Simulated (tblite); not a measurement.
C₅H₁₀BNO₃.
Numbering: `[CH2:1]=[CH:2][C:3](=[O:4])[NH:5][C@H:6]([CH3:7])[B:8]([OH:9])[OH:10]` (hydrogens: H11, H12 on C1; H13 on C2; H14 on N5; H15 on C6; H16, H17, H18 on C7; H19 on O9; H20 on O10)

Computed with GFN2-xTB (tblite), gas phase: L-BFGS steps from a force-field or distance-geometry start until the largest atomic force falls under 0.01 eV/Å.

Step 91: E = -876.9536 eV
```
atom  x, y, z in Å  |  force x, y, z in eV/Å
C1      2.4251    0.9152   -2.6093    0.008   0.003  -0.006
C2      1.8471    1.0635   -1.4269   -0.007   0.031  -0.024
C3      0.6003    0.3353   -1.0962    0.011  -0.009   0.024
O4      0.1103   -0.5102   -1.8388   -0.014  -0.009   0.002
N5      0.0468    0.6621    0.0841    0.008  -0.012  -0.004
C6     -1.1425   -0.0214    0.6033    0.003  -0.039  -0.013
C7     -1.7458    0.7866    1.7437    0.019  -0.008  -0.011
B8     -0.7450   -1.5543    0.9865   -0.018  -0.006  -0.021
O9     -0.3830   -2.4309    0.0321    0.002   0.009   0.006
O10    -0.7469   -1.9262    2.2835   -0.013   0.022  -0.005
H11     3.3436    1.4074   -2.8774    0.003   0.028   0.002
H12     1.9693    0.2769   -3.3487    0.007  -0.017   0.010
H13     2.2661    1.6959   -0.6566    0.000   0.020  -0.008
H14     0.5096    1.3082    0.7029    0.005  -0.016   0.016
H15    -1.8560   -0.0426   -0.2321   -0.007  -0.009  -0.002
H16    -1.1032    0.7518    2.6192    0.035   0.012  -0.003
H17    -2.7019    0.3500    2.0165    0.000   0.031   0.009
H18    -1.8988    1.8222    1.4455   -0.027   0.014   0.013
H19    -0.3253   -2.0445   -0.8555    0.002  -0.015   0.002
H20    -0.4748   -2.8344    2.4211   -0.018  -0.029   0.013
```

Step 92: E = -876.9540 eV
```
atom  x, y, z in Å  |  force x, y, z in eV/Å
C1      2.4252    0.9143   -2.6102    0.007   0.003  -0.010
C2      1.8463    1.0656   -1.4286    0.003   0.030  -0.023
C3      0.6006    0.3358   -1.0962    0.010   0.006   0.009
O4      0.1123   -0.5101   -1.8396   -0.014  -0.015   0.012
N5      0.0450    0.6634    0.0827    0.027  -0.004   0.015
C6     -1.1420   -0.0222    0.6037   -0.002  -0.031  -0.015
C7     -1.7433    0.7861    1.7444    0.012  -0.007   0.005
B8     -0.7457   -1.5554    0.9867   -0.013  -0.005  -0.057
O9     -0.3780   -2.4301    0.0322    0.005   0.016   0.012
O10    -0.7569   -1.9290    2.2821   -0.007   0.004   0.031
H11     3.3434    1.4067   -2.8793   -0.001   0.028   0.003
H12     1.9701    0.2741   -3.3484    0.008  -0.018   0.010
H13     2.2664    1.7007   -0.6612   -0.009   0.019   0.003
H14     0.5057    1.3103    0.7032    0.002  -0.032  -0.009
H15    -1.8584   -0.0437   -0.2292   -0.005  -0.010  -0.012
H16    -1.1008    0.7519    2.6197    0.050   0.011   0.000
H17    -2.6979    0.3484    2.0197   -0.014   0.035   0.006
H18    -1.8968    1.8219    1.4470   -0.032   0.009   0.010
H19    -0.3156   -2.0410   -0.8540   -0.002  -0.019   0.002
H20    -0.4847   -2.8370    2.4224   -0.023  -0.020   0.007
```

Problem. Estimate the geometry and energy of step 93. (The exact step hangs on the optimiser's Hessian estimate; all steps are aligned on step 92, rigid shifts and turns removed.)

Solution. E = -876.9546 eV, largest force 0.061 eV/Å
```
atom  x, y, z in Å  |  force x, y, z in eV/Å
C1      2.4255    0.9139   -2.6113    0.004   0.005  -0.012
C2      1.8454    1.0687   -1.4307    0.012   0.021  -0.016
C3      0.6013    0.3364   -1.0963    0.003   0.021  -0.012
O4      0.1140   -0.5100   -1.8404   -0.006  -0.015   0.025
N5      0.0433    0.6643    0.0813    0.042  -0.003   0.029
C6     -1.1417   -0.0238    0.6033   -0.011  -0.005  -0.010
C7     -1.7401    0.7856    1.7449    0.002  -0.004   0.023
B8     -0.7468   -1.5569    0.9860   -0.011  -0.002  -0.045
O9     -0.3730   -2.4296    0.0325    0.008   0.002   0.024
O10    -0.7674   -1.9314    2.2808    0.000  -0.017   0.042
H11     3.3432    1.4073   -2.8811   -0.006   0.025   0.002
H12     1.9716    0.2707   -3.3475    0.010  -0.020   0.006
H13     2.2667    1.7068   -0.6668   -0.022   0.018   0.013
H14     0.5017    1.3111    0.7042    0.004  -0.042  -0.030
H15    -1.8611   -0.0451   -0.2267   -0.002  -0.010  -0.022
H16    -1.0966    0.7517    2.6194    0.060   0.012  -0.002
H17    -2.6931    0.3472    2.0236   -0.026   0.034   0.003
H18    -1.8954    1.8220    1.4491   -0.028  -0.009   0.004
H19    -0.3064   -2.0385   -0.8522   -0.003  -0.014  -0.019
H20    -0.4964   -2.8397    2.4251   -0.029   0.001  -0.004
```

The energy changes by -0.0006 eV. The first-order estimate −F·Δx gives -0.0008 eV and the mean of the old and new forces, exact on a quadratic surface, -0.0006 eV. The step makes an angle of 77° with the force vector and moves no atom by more than 0.012 Å.

What follows is the cost of the whole relaxation. Hardware: one thread, Arm Neoverse N1 (aarch64), no GPU, shared host with 64 logical CPUs at a one-minute load of 56. Cost: 1.9 s.
